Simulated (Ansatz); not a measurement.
A set of 12 reactions (ligand exchange), with CCSD(T)/CBS values in kJ/mol:

```
                                                                    reaction      ΔE
                   `[OH][Al]1[O][SiH2]1` + HBr → `[Br][Al]1[O][SiH2]1` + H₂O   -32.7
            `[AlH2][SiH]1C[SiH2]1` + NH₃ → `[NH2][AlH2]` + `C1[SiH2][SiH2]1`   -45.4
                          `O[C](=S)[InH][F]` + HCl → `[F][InH][Cl]` + `OC=S`  -104.5
                        `N[SiH2][S][GeH3]` + PH₃ → `N[SiH2]P` + `[SH][GeH3]`    58.4
                 `C[CH2][In]([F])[Cl]` + NH₃ → `C[CH2][In]([NH2])[Cl]` + H–F    46.5
`[O]=[W]([Cl])([Cl])([Cl])[Cl]` + H–F → `[O]=[W]([F])([Cl])([Cl])[Cl]` + HCl    -8.6
                                 `[CH3][Sn][Cl]` + H–F → `[F][Sn][Cl]` + CH₄  -135.9
                                       `SC[SiH2]S` + H–F → `F[SiH2]CS` + H₂S   -70.0
       `[F][Ge]([F])([SiH3])[Cl]` + CH₃OH → `CO[SiH3]` + `[F][GeH]([F])[Cl]`   -60.3
                       `F[SiH](Br)N[SiH3]` + NH₃ → `N[SiH](F)Br` + `N[SiH3]`    13.7
                                                 `CBBC` + NH₃ → `CBBN` + CH₄  -129.9
                 `O[SiH2]C1=NC1` + `C[SiH2]N` → `C[SiH2]N[SiH2]O` + `C1=NC1`   -56.9
```

Program: Ansatz. Geometries: PBE0-D4/def2-TZVP. ΔE: electronic, gas phase. CBS: MP2 limit from def2 TZ/QZ plus the TZ coupled-cluster correction, frozen cores. This one scheme is used for every species. DFT in def2-TZVPP. B3LYP here is the variant with VWN-RPA as its local correlation; programs differ in this. def2 core potentials past Kr. For Br, Ge, In, Sn, W outer-core shells are correlated without core-valence functions, which leaves a few kJ/mol of doubt a bond. Scalar relativity is left out up to krypton. Each species was taken in one conformer, which may not be the lowest.

Task: Give the mean, mean absolute and largest difference (level minus CCSD(T)/CBS, kJ/mol) for: PBE0-D4, ωB97M-V, B2PLYP, r2SCAN, B3LYP, HF/def2-TZVPP, MP2/def2-TZVPP, SCS-MP2/def2-TZVPP, CCSD/def2-TZVPP, CCSD(T)/def2-TZVPP, HF/def2-QZVPP, MP2/def2-QZVPP, MP2/CBS(def2), CCSD/CBS(def2). (Best estimate.)

Result: Computed: 
```csv
level,mean,mean absolute,largest
PBE0-D4,2.8,5.5,16.1
ωB97M-V,-2.9,5.2,-16.6
B2PLYP,-3.9,7.6,-13.7
r2SCAN,-1.2,7.0,-17.4
B3LYP,-5.3,11.2,-21.0
HF/def2-TZVPP,-15.0,18.7,-49.8
MP2/def2-TZVPP,0.5,4.6,12.1
SCS-MP2/def2-TZVPP,-2.9,4.5,-14.0
CCSD/def2-TZVPP,-3.0,5.0,-12.3
CCSD(T)/def2-TZVPP,-0.6,2.8,-7.7
HF/def2-QZVPP,-15.6,19.8,-50.4
MP2/def2-QZVPP,0.6,4.1,16.5
MP2/CBS(def2),1.0,4.4,19.7
CCSD/CBS(def2),-2.5,3.0,-9.4
```

The largest T1 diagnostic in the set is 0.021, for `[O]=[W]([Cl])([Cl])([Cl])[Cl]` (customary mark 0.02).

CCSD(T)/CBS is a level of theory with its own doubt, and the functionals carry their triple-zeta basis error, so these figures describe this set and don't rank the functionals.
